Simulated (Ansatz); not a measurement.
`SC1CBC1`, charge 0, multiplicity 1.

(1) Give a relaxed structure at PBE0-D4/def2-TZVP (Ansatz 0.2.0). (Estimate.)

## Answers

(1) Ansatz gave: 
Z-matrix (Å, degrees):
```
C
C 1 1.546
S 1 1.811 2 113.9
C 1 1.546 2 92.7 3 -124.4
H 1 1.091 2 110.1 3 122.3
B 2 1.573 1 85.5 3 142.3
H 2 1.099 1 109.8 3 34.0
H 2 1.090 1 119.0 3 -91.1
H 3 1.344 1 97.5 2 -176.3
H 4 1.097 1 109.6 2 91.3
H 4 1.091 1 118.8 2 -143.9
H 6 1.195 2 134.2 1 156.4
```
This is one stationary point; other conformers may exist.
